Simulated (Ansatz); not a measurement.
Job for Ansatz (a quantum-chemistry and plane-wave program): U-PBE0/def2-TZVPP on TiO+, 2S+1 = 4, a spin state set in the input, which need not be the lowest. Charge +1.

Ansatz 0.2 input:
```yaml
crystal:
  periodic: [false, false, false]
  atoms:
    - {symbol: Ti, position_ang: [0.00000000, 0.00000000, 0.00000000]}
    - {symbol: O, position_ang: [0.00000000, 0.00000000, 2.14700000]}
basis:
  gaussian:
    orbitals: def2-TZVPP
hamiltonian:
  xc: {name: PBE0}
total_charge: 1
magnetization: {spin_polarized: true, initial_magnetization: 3}
relax: {f_tol: 0.002, max_steps: 120}
```

Program output:

```
WARN ansatz: RAYON_NUM_THREADS=2 ignored (pool sized by the plan → 2); use --threads N
Functional definition: PBE0
integrals: 0.02 GiB planned
663 factors; their error is unknown
mean field: 0.33 GiB planned
mean field evaluation 1: about -25130.1914 eV, gradient 5.9e1 eV
mean field evaluation 2: about -24910.3452 eV, gradient 1.4e2 eV
mean field evaluation 4: about -25142.0269 eV, gradient 1.6e1 eV
mean field evaluation 8: about -25143.3672 eV, gradient 7.1e-2 eV
mean field evaluation 16: about -25143.5001 eV, gradient 1.4e-4 eV
mean field evaluation 32: about -25144.2078 eV, gradient 3.6e-2 eV
mean field evaluation 64: about -25143.7512 eV, gradient 1.7e0 eV
mean field -25144.21041397 eV, -924.0326893555 hartree, gradient 3.7e-8 eV, S^2 3.753503; 8 other end points of the search recorded, 0 dependent functions left out
the calculation of the forces begins
reference -25144.21045198 eV, -924.0326907523 hartree; 16, 13 occupied and 79, 82 virtual orbitals, 663 factors
relax step   1: F+E_penalty+E_count = -25144.21041397 eV  Δ(F+E_penalty+E_count) = +0.000e0 eV  max|allowed force component| = 3.488e0 eV/Å  Δτ_max = 0.0000 Å  (525 SCF iters, accepted)
these checks for a lower state are left out or cut short: starts, cluster_reference, orbital_swaps, neighbouring_geometries, increment
integrals: 0.02 GiB planned
663 factors; their error is unknown
mean field: 0.34 GiB planned
mean field evaluation 96: about -25144.7130 eV, gradient 4.8e-1 eV
mean field -25144.86891370 eV, -924.0568887740 hartree, gradient 5.6e-6 eV, S^2 3.753118; 0 other end points of the search recorded, 0 dependent functions left out
the calculation of the forces begins
reference -25144.86895304 eV, -924.0568902201 hartree; 16, 13 occupied and 79, 82 virtual orbitals, 663 factors
relax step   2: F+E_penalty+E_count = -25144.86891370 eV  Δ(F+E_penalty+E_count) = -6.585e-1 eV  max|allowed force component| = 2.300e-1 eV/Å  Δτ_max = 0.1567 Å  (155 SCF iters, accepted)
these checks for a lower state are left out or cut short: starts, cluster_reference, orbital_swaps, neighbouring_geometries, increment
integrals: 0.02 GiB planned
663 factors; their error is unknown
mean field: 0.34 GiB planned
mean field evaluation 128: about -25144.8700 eV, gradient 2.4e-5 eV
mean field -25144.87004657 eV, -924.0569304063 hartree, gradient 5.6e-9 eV, S^2 3.753133; 0 other end points of the search recorded, 0 dependent functions left out
the calculation of the forces begins
reference -25144.87008621 eV, -924.0569318631 hartree; 16, 13 occupied and 79, 82 virtual orbitals, 663 factors
relax step   3: F+E_penalty+E_count = -25144.87004657 eV  Δ(F+E_penalty+E_count) = -1.133e-3 eV  max|allowed force component| = 4.120e-2 eV/Å  Δτ_max = 0.0061 Å  (167 SCF iters, accepted)
these checks for a lower state are left out or cut short: starts, cluster_reference, orbital_swaps, neighbouring_geometries, increment
integrals: 0.02 GiB planned
663 factors; their error is unknown
mean field: 0.34 GiB planned
mean field -25144.87008551 eV, -924.0569318375 hartree, gradient 7.1e-9 eV, S^2 3.753131; 0 other end points of the search recorded, 0 dependent functions left out
the calculation of the forces begins
reference -25144.87012511 eV, -924.0569332928 hartree; 16, 13 occupied and 79, 82 virtual orbitals, 663 factors
relax step   4: F+E_penalty+E_count = -25144.87008551 eV  Δ(F+E_penalty+E_count) = -3.895e-5 eV  max|allowed force component| = 3.812e-5 eV/Å  Δτ_max = 0.0009 Å  (152 SCF iters, accepted)
integrals: 0.02 GiB planned
663 factors; their error is unknown
mean field: 0.34 GiB planned
mean field evaluation 160: about -25143.6724 eV, gradient 4.1e-2 eV
mean field evaluation 192: about -25143.8066 eV, gradient 1.9e-5 eV
mean field -25144.87008551 eV, -924.0569318375 hartree, gradient 7.1e-9 eV, S^2 3.753131; 6 other end points of the search recorded, 0 dependent functions left out
the calculation of the forces begins
reference -25144.87012511 eV, -924.0569332928 hartree; 16, 13 occupied and 79, 82 virtual orbitals, 663 factors
Total energy: -25144.87012511 eV, -924.0569332928 hartree
Atom 0 at     0.000000    -0.000000     0.151615 Å, force    -0.000000    -0.000000     0.000038 eV/Å
Atom 1 at    -0.000000     0.000000     1.995385 Å, force     0.000000     0.000000    -0.000038 eV/Å
Dipole moment:     0.008224    -0.007160    -1.254947 e Å
```

The run converged.

Cost: very roughly 60 core-seconds.
